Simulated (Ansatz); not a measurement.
`[CH3][SnH2][GaH2]` + `[F][ZnH]` → `[F][Zn][GaH2]` + `[CH3][SnH3]`  (formal exchange of groups at a Ga–Sn bond)

Gas-phase electronic energies from Ansatz, PBE0-D4/def2-TZVP geometries. CCSD(T)/CBS is the MP2 limit (def2-TZVPP, def2-QZVPP) plus CCSD(T) − MP2 in def2-TZVPP, frozen cores. Functionals use def2-TZVPP. Elements past krypton have def2 core potentials. For Ga, Sn, Zn outer-core shells are correlated without core-valence functions, which leaves a few kJ/mol of doubt a bond. Scalar relativity is left out up to krypton.

`[CH3][SnH2][GaH2]`:

Cartesian coordinates in Å:
```
C -1.468 0.385 -0.977
Sn -0.249 -0.670 0.444
Ga 2.167 0.314 0.707
H -2.456 -0.072 -1.029
H -1.572 1.428 -0.676
H -1.006 0.348 -1.964
H -1.065 -0.653 1.955
H -0.180 -2.317 -0.038
H 2.610 1.605 -0.080
H 3.219 -0.368 1.659
```

`[F][ZnH]`:

```xyz
3

F    -0.070   -0.914    1.394
Zn    0.003    0.044   -0.068
H     0.066    0.870   -1.327
```

`[F][Zn][GaH2]`:

```xyz
5

F     2.417   -2.049    0.317
Zn    1.074   -0.910    0.140
Ga   -0.754    0.639   -0.099
H    -2.221    0.226    0.288
H    -0.516    2.094   -0.647
```

`[CH3][SnH3]`:

Cartesian coordinates in Å:
```
C 0.372 0.195 -1.071
Sn -0.319 -0.167 0.921
H 0.696 -0.740 -1.528
H 1.210 0.890 -1.054
H -0.431 0.622 -1.672
H -1.630 -1.264 0.898
H 0.939 -0.831 1.868
H -0.836 1.296 1.638
```

| level | ΔE (kJ/mol) |
| --- | --- |
| r2SCAN-D4 | -0.5 |
| r2SCANh-D4 | -0.5 |
| HF/def2-QZVPP | -10.3 |
| MP2/CBS(def2) | 3.9 |

Question: What does CCSD(T)/CBS give? (An estimate is asked.)

Answer: The calculation gave: -0.5 kJ/mol. The listed levels differ from it by 0.0, 0.0, -9.8, 4.4 kJ/mol.

Largest T1 diagnostic among the species: 0.018.

In def2-TZVPP, CCSD(T) changes the Hartree–Fock value by +10.8 kJ/mol (the triples alone add +1.2 kJ/mol) and MP2 by +15.3 kJ/mol. Leaving LDA and LC-ωPBE aside and taking each functional with its dispersion term where it has one, the values, not all of them listed here, spread over 7.3 kJ/mol, from B97M-V to PBE-QIDH. LDA lies +4.2 kJ/mol from PBE without D4. At CCSD(T), def2-SVP lies −8.5 kJ/mol from the extrapolated value and def2-TZVPP +2.3 kJ/mol.
